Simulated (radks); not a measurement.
The numbers below are computed, except where a source is named.
Q: Valence configurations of Au (all share [Xe]). Level of theory: Dirac Kohn-Sham, PBEsol, spin-unpolarised, spherical densities, finite nucleus; open shells fill j = l - 1/2 first; Fermi nuclear charge, rms radius 5.4371 fm (a radial shooting solver on a logarithmic mesh with Libxc functionals). Order these by energy: 4f14 5d9 6s2; 4f12 5d10 6s1 6p2; 4f14 5d10 6p1; 4f14 5d9.5 6s1.5; 4f13.5 5d10 6s1 6p0.5; 4f13 5d9 6p3; 4f13 5d10 6s2; 4f13 5d9 6s1 6p2; 4f14 5d10 6s1; 4f14 5d9 6s1 6p1.

A: From the lowest, in eV above it: 4f14 5d10 6s1 0.000; 4f14 5d9.5 6s1.5 0.391; 4f14 5d9 6s2 1.053; 4f14 5d10 6p1 4.854; 4f14 5d9 6s1 6p1 6.331; 4f13.5 5d10 6s1 6p0.5 40.890; 4f13 5d10 6s2 80.113; 4f13 5d9 6s1 6p2 95.246; 4f13 5d9 6p3 102.65; 4f12 5d10 6s1 6p2 186.18. NIST lists [Xe] 4f14 5d10 6s1 as the ground configuration; this level of theory agrees among the configurations tried. The energies are those of spherical spin-averaged densities, not of single terms.
